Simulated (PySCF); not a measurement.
## Polarisability and C₆ of Cr(3+) (chromium, charge +3)

[Ar] 3d3, high-spin 4F determinant. Calculation: PySCF 2.14, in aug-cc-pwCVTZ-DK with one added diffuse shell each of s, p, d, f, g type (11s10p8d5f4g, 152 functions); scalar relativity by spin-free X2C-1e. Coupled (time-dependent) response in atomic units; α is the mean over directions.

```tsv
method	mean α (bohr³)	C₆ (like pair)	S(−4)
PBE0	2.124	5.387	1.609
```

S(−4) is the Cauchy moment in α(ω) = α(0) + S(−4) ω² + …

α(iu) at PBE0:

| u (hartree) | α(iu) (bohr³) |
| --- | --- |
| 0 | 2.124 |
| 0.0500 | 2.120 |
| 0.100 | 2.108 |
| 0.200 | 2.064 |
| 0.300 | 1.997 |
| 0.500 | 1.832 |
| 0.750 | 1.618 |
| 1.00 | 1.424 |
| 1.50 | 1.105 |
| 2.00 | 0.8670 |
| 3.00 | 0.5594 |
| 5.00 | 0.2812 |

A single London oscillator, α(iu) = α/(1 + u²/ω²), gives C₆ = (3/4) ω α². Matching the computed C₆ needs ω = 4 × 5.387 / (3 × 2.124²) = 1.59 hartree.

For an ion, C₆ is the dispersion term alone; charge-induced terms of lower order in 1/R come first.
